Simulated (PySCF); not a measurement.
C5H15NSi. Atoms are numbered in the order given.

```xyz
22

C      1.7131    -1.0617     0.9993
N      1.1390    -0.0851     0.1121
C      2.0082     0.2607    -0.9811
Si    -0.5962     0.1339     0.0008
C     -1.4276    -1.2185    -1.0186
C     -1.3141     0.1129     1.7380
C     -0.9382     1.7981    -0.8037
H      1.0459    -1.2635     1.8499
H      1.9244    -2.0334     0.5032
H      2.6729    -0.7015     1.4173
H      2.2439    -0.6006    -1.6426
H      1.5614     1.0459    -1.6082
H      2.9751     0.6519    -0.6100
H     -1.2499    -2.2118    -0.5757
H     -2.5179    -1.0685    -1.0799
H     -1.0328    -1.2362    -2.0472
H     -0.8002     0.8384     2.3877
H     -1.2482    -0.8792     2.2109
H     -2.3811     0.3849     1.7009
H     -2.0172     2.0162    -0.7582
H     -0.6464     1.8226    -1.8651
H     -0.4050     2.6077    -0.2815
```
Charge 0, spin multiplicity 1.

Coordinates come from a PBE0-D3(BJ)/def2-SVP optimisation. The isomer is the one that the SMILES or the coordinates give; other isomers of the formula were not compared. One conformer was computed; it need not be the lowest.

Computed with PBE0-D3(BJ)/def2-SVP (PySCF).

Frequencies are harmonic and unscaled.

Computed normal modes with their intensities:
| mode | ν (cm⁻¹) | IR (km/mol) | moving atoms (share of kinetic energy) |
|---|---|---|---|
| 1 | 21 | 0.1 | C 66 %, H 34 % |
| 2 | 95 | 1.2 | H 49 %, C 37 %, N 11 % |
| 3 | 141 | 0.0 | H 87 %, C 12 % |
| 4 | 162 | 0.0 | H 87 %, C 10 % |
| 5 | 172 | 0.0 | H 95 % |
| 6 | 190 | 0.0 | C 52 %, H 48 % |
| 7 | 190 | 0.3 | H 62 %, C 33 % |
| 8 | 210 | 1.0 | H 50 %, C 40 % |
| 9 | 220 | 0.0 | H 86 %, C 11 % |
| 10 | 228 | 0.2 | H 58 %, C 27 %, Si 14 % |
| 11 | 239 | 2.3 | C 45 %, H 43 % |
| 12 | 308 | 15.8 | N 47 %, H 33 %, C 11 %, Si 8 % |
| 13 | 335 | 2.5 | C 43 %, H 27 %, N 16 %, Si 13 % |
| 14 | 369 | 1.9 | C 43 %, H 38 %, Si 16 % |
| 15 | 585 | 0.2 | C 64 %, H 24 %, N 11 % |
| 16 | 667 | 0.1 | H 85 %, C 15 % |
| 17 | 678 | 11.2 | H 44 %, C 38 %, Si 16 % |
| 18 | 682 | 6.9 | C 40 %, H 36 %, Si 19 % |
| 19 | 687 | 2.7 | H 51 %, C 37 %, Si 11 % |
| 20 | 751 | 28.1 | H 60 %, C 26 %, Si 13 % |
| 21 | 767 | 17.1 | H 60 %, C 26 %, Si 13 % |
| 22 | 851 | 102.0 | H 57 %, C 22 %, Si 21 % |
| 23 | 853 | 90.7 | H 54 %, Si 24 %, C 23 % |
| 24 | 869 | 171.1 | H 53 %, Si 24 %, C 22 % |
| 25 | 1032 | 131.6 | H 41 %, C 38 %, N 20 % |
| 26 | 1091 | 1.5 | H 76 %, C 23 % |
| 27 | 1115 | 0.8 | H 80 %, C 20 % |
| 28 | 1167 | 3.3 | H 69 %, C 20 %, N 11 % |
| 29 | 1256 | 46.4 | H 77 %, C 23 % |
| 30 | 1258 | 18.1 | H 72 %, C 24 % |
| 31 | 1266 | 16.8 | H 79 %, C 21 % |
| 32 | 1272 | 119.2 | N 57 %, C 30 %, H 13 % |
| 33 | 1317 | 73.9 | N 41 %, H 35 %, C 22 % |
| 34 | 1420 | 0.6 | H 94 % |
| 35 | 1424 | 2.0 | H 92 %, C 8 % |
| 36 | 1424 | 0.2 | H 95 % |
| 37 | 1429 | 2.6 | H 94 % |
| 38 | 1433 | 7.2 | H 95 % |
| 39 | 1437 | 0.4 | H 92 % |
| 40 | 1442 | 3.8 | H 95 % |
| 41 | 1452 | 3.9 | H 97 % |
| 42 | 1456 | 2.5 | H 93 % |
| 43 | 1464 | 17.9 | H 87 %, C 12 % |
| 44 | 1482 | 17.5 | H 96 % |
| 45 | 1504 | 3.3 | H 94 % |
| 46 | 2964 | 58.5 | H 96 % |
| 47 | 2970 | 145.1 | H 95 % |
| 48 | 3034 | 103.5 | H 92 %, C 8 % |
| 49 | 3042 | 4.6 | H 91 %, C 9 % |
| 50 | 3047 | 5.8 | H 97 % |
| 51 | 3054 | 4.3 | H 97 % |
| 52 | 3055 | 1.4 | H 97 % |
| 53 | 3143 | 14.1 | H 91 %, C 9 % |
| 54 | 3143 | 18.1 | H 91 %, C 9 % |
| 55 | 3149 | 6.9 | H 91 %, C 9 % |
| 56 | 3150 | 5.2 | H 91 %, C 9 % |
| 57 | 3154 | 8.8 | H 91 %, C 9 % |
| 58 | 3155 | 10.4 | H 91 %, C 9 % |
| 59 | 3163 | 3.3 | H 91 %, C 9 % |
| 60 | 3163 | 7.8 | H 91 %, C 9 % |
